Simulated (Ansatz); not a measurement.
**What each rung costs, and what it gives**

The pair of H$_{2}$ (SMILES [H][H], atoms 1–2) and SO$_{2}$ (SMILES O=S=O, atoms 3–5), both closed shells, in one local arrangement (a lower one may exist), relaxed at PBE0-D4/def2-TZVP:

H1  (0.353, -0.066, -2.079)
H2  (-0.023, -0.021, -2.723)
O3  (0.781, -0.099, 0.724)
S4  (-0.503, 0.104, 1.325)
O5  (-0.608, 0.082, 2.752)
(Å)

Interaction energies are counterpoise-corrected; the time is that of the whole pair.

Ansatz 0.2.0; basis: as named in each row; cores frozen in the correlated methods. B3LYP uses VWN-RPA correlation. Extrapolation: Hartree–Fock as exp(−7.88 √X), correlation as X^−2.97.

Times are rough, for one single point on 2 threads of a shared host (Intel Xeon Platinum 8259CL).

The estimate by CCSD(T) at an estimated basis limit (MP2 extrapolated from triple and quadruple zeta, plus CCSD(T) − MP2 in triple zeta) is -0.40 kcal/mol.

```json
{"method": "HF", "basis": "STO-3G", "time (s)": "under 1", "interaction energy (kcal/mol)": "-0.02", "method less estimate": "0.38"}
{"method": "PBE-D4", "basis": "STO-3G", "time (s)": "under 1", "interaction energy (kcal/mol)": "-0.47", "method less estimate": "-0.07"}
{"method": "SPW92", "basis": "def2-SVP", "time (s)": "under 1", "interaction energy (kcal/mol)": "-0.75", "method less estimate": "-0.35"}
{"method": "PBE-D4", "basis": "def2-SVP", "time (s)": "under 1", "interaction energy (kcal/mol)": "-0.56", "method less estimate": "-0.16"}
{"method": "B3LYP-D4", "basis": "6-31G", "time (s)": "under 1", "interaction energy (kcal/mol)": "-0.37", "method less estimate": "0.03"}
{"method": "PBE0-D4", "basis": "def2-SVP", "time (s)": "1", "interaction energy (kcal/mol)": "-0.48", "method less estimate": "-0.08"}
{"method": "CCSD(T)", "basis": "def2-SVP", "time (s)": "2", "interaction energy (kcal/mol)": "-0.10", "method less estimate": "0.31"}
{"method": "PBE-D4", "basis": "def2-TZVPPD", "time (s)": "2", "interaction energy (kcal/mol)": "-0.55", "method less estimate": "-0.15"}
{"method": "PBE0-D4", "basis": "def2-TZVPPD", "time (s)": "2", "interaction energy (kcal/mol)": "-0.49", "method less estimate": "-0.09"}
{"method": "revPBE-D4", "basis": "def2-TZVPPD", "time (s)": "2", "interaction energy (kcal/mol)": "-0.39", "method less estimate": "0.01"}
{"method": "r2SCAN-D4", "basis": "def2-TZVPPD", "time (s)": "3", "interaction energy (kcal/mol)": "-0.26", "method less estimate": "0.14"}
{"method": "BLYP-D4", "basis": "def2-TZVPPD", "time (s)": "3", "interaction energy (kcal/mol)": "-0.25", "method less estimate": "0.16"}
{"method": "B3LYP-D4", "basis": "def2-TZVPPD", "time (s)": "3", "interaction energy (kcal/mol)": "-0.35", "method less estimate": "0.05"}
{"method": "HSE06-D4", "basis": "def2-TZVPPD", "time (s)": "4", "interaction energy (kcal/mol)": "-0.50", "method less estimate": "-0.10"}
{"method": "wB97M-V", "basis": "def2-SVP", "time (s)": "4", "interaction energy (kcal/mol)": "-0.32", "method less estimate": "0.08"}
{"method": "wB97X-V", "basis": "def2-TZVPPD", "time (s)": "7", "interaction energy (kcal/mol)": "-0.42", "method less estimate": "-0.02"}
{"method": "B2PLYP", "basis": "def2-TZVPPD", "time (s)": "7", "interaction energy (kcal/mol)": "-0.15", "method less estimate": "0.25"}
{"method": "B97M-V", "basis": "def2-TZVPPD", "time (s)": "8", "interaction energy (kcal/mol)": "-0.40", "method less estimate": "0.00"}
{"method": "wB97M-V", "basis": "def2-TZVPPD", "time (s)": "10", "interaction energy (kcal/mol)": "-0.36", "method less estimate": "0.04"}
{"method": "MP2", "basis": "def2-QZVPPD", "time (s)": "18", "interaction energy (kcal/mol)": "-0.36", "method less estimate": "0.04"}
{"method": "CCSD(T)", "basis": "def2-TZVPPD", "time (s)": "35", "interaction energy (kcal/mol)": "-0.35", "method less estimate": "0.05"}
```

No T1 diagnostic of these runs exceeds 0.022. The restricted Hartree–Fock reference is unstable towards an unrestricted one at one or more of these structures.
